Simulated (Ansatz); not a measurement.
`OC[SiH2]O[SiH3]` → `OC[SiH](O)[SiH3]`  (isomerisation)

Computed with Ansatz on PBE0-D4/def2-TZVP structures; ΔE is electronic, products minus reactants. CCSD(T)/CBS adds triple-zeta CCSD(T) − MP2 to the extrapolated MP2 energy (def2 sets, frozen cores). DFT in def2-TZVPP. B3LYP here is the variant with VWN-RPA as its local correlation; programs differ in this. Each species was taken in one conformer, which may not be the lowest.

(1) Is it downhill or uphill in electronic energy at CCSD(T)/CBS, and by how much? (An estimate is asked.)

(2) What do these levels give: PBE0-D4, B2PLYP, B3LYP, MP2/def2-TZVPP, HF/def2-QZVPP, CCSD/CBS(def2)? (An estimate is asked.)

Largest T1 diagnostic among the species: 0.012.

Results:

(1) Computed: Uphill: ΔE = +115.3 kJ/mol.

(2) Computed: PBE0-D4 94.7, B2PLYP 118.7, B3LYP 112.6, MP2/def2-TZVPP 123.7, HF/def2-QZVPP 150.3, CCSD/CBS(def2) 120.3 kJ/mol.

In def2-TZVPP, CCSD(T) changes the Hartree–Fock value by −32.2 kJ/mol (the triples alone add −5.0 kJ/mol) and MP2 by −24.1 kJ/mol. From PBE to PBE0 (25 % exact exchange), in def2-TZVPP and without D4, ΔE moves by +12.7 kJ/mol.
